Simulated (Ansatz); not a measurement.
A structure relaxed at PBE0-D4/def2-TZVP, charge 0, multiplicity 1:

```xyz
14

C    -0.725    0.410    2.027
C    -0.547    0.799    0.762
B     0.034   -0.122   -0.340
C     0.504   -1.592   -0.100
C     0.188    0.464   -1.797
N     0.489    1.673   -2.068
H    -0.443   -0.584    2.360
H    -1.162    1.058    2.781
H    -0.867    1.810    0.508
H     1.520   -1.735   -0.484
H     0.474   -1.945    0.931
H    -0.121   -2.262   -0.706
H     0.130   -0.204   -2.667
H     0.526    2.230   -1.208
```

Task: Give its formula and SMILES.

Result: C4H8BN, `C=CB(C)C=N`.

Task: Point group (tolerance 0.08 Å, 0.16 Å for H)?

Result: C1.

Task: Summarise the bond lengths by kind.

Result: 1 × C–C 1.336 Å; 7 × C–H 1.086 to 1.098 Å; 3 × B–C 1.549 to 1.578 Å; 1 × C–N 1.275 Å; 1 × H–N 1.025 Å.

All numbers were calculated with Ansatz.
